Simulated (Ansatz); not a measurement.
Start from `[NH2][In]([OH])[BH]S` and change one atom or group to get `[NH2][In]([OH])[Br]`.

Ansatz, PBE0-D4/def2-TZVP geometries, multiplicity 1. Each molecule was computed in one conformer, which needn't be the lowest.

Elements past krypton have def2 core potentials. Scalar relativity is left out up to krypton. Spin–orbit coupling is left out; it splits and shifts lone-pair levels of the heavy atoms by tenths of an eV.

| property | `[NH2][In]([OH])[BH]S` |
| --- | --- |
| LUMO energy (PBE0/def2-TZVPP) / eV | -2.10 |
| HOMO energy (PBE/def2-TZVPP) / eV | -5.57 |
| HOMO–LUMO gap (PBE/def2-TZVPP) / eV | 2.65 |
| HOMO energy (B3LYP/def2-TZVPP) / eV | -6.67 |
| HOMO energy (ωB97M-V/def2-TZVPP) / eV | -9.25 |
| HOMO–LUMO gap (B3LYP/def2-TZVPP) / eV | 4.40 |

(1) What does the change do to each property? (Estimate.)

Results:

(1) The calculation gave: 
| property | `[NH2][In]([OH])[Br]` | shift |
| --- | --- | --- |
| LUMO energy (PBE0/def2-TZVPP) / eV | -1.79 | 0.31 |
| HOMO energy (PBE/def2-TZVPP) / eV | -6.44 | -0.87 |
| HOMO–LUMO gap (PBE/def2-TZVPP) / eV | 3.78 | 1.13 |
| HOMO energy (B3LYP/def2-TZVPP) / eV | -7.59 | -0.92 |
| HOMO energy (ωB97M-V/def2-TZVPP) / eV | -10.17 | -0.92 |
| HOMO–LUMO gap (B3LYP/def2-TZVPP) / eV | 5.46 | 1.06 |

With PBE0 the HOMO falls by 0.92 eV and the LUMO rises by 0.31 eV, so the gap widens by about 1.23 eV. PBE moves the HOMO by -0.87 eV and ωB97M-V by -0.92 eV. The zero-point energy changes by -56.7 kJ/mol with -9 modes.

Positive LUMOs are unbound, so they and the gaps depend on the basis.

B3LYP here is the variant with VWN-RPA as its local correlation; programs differ in this.
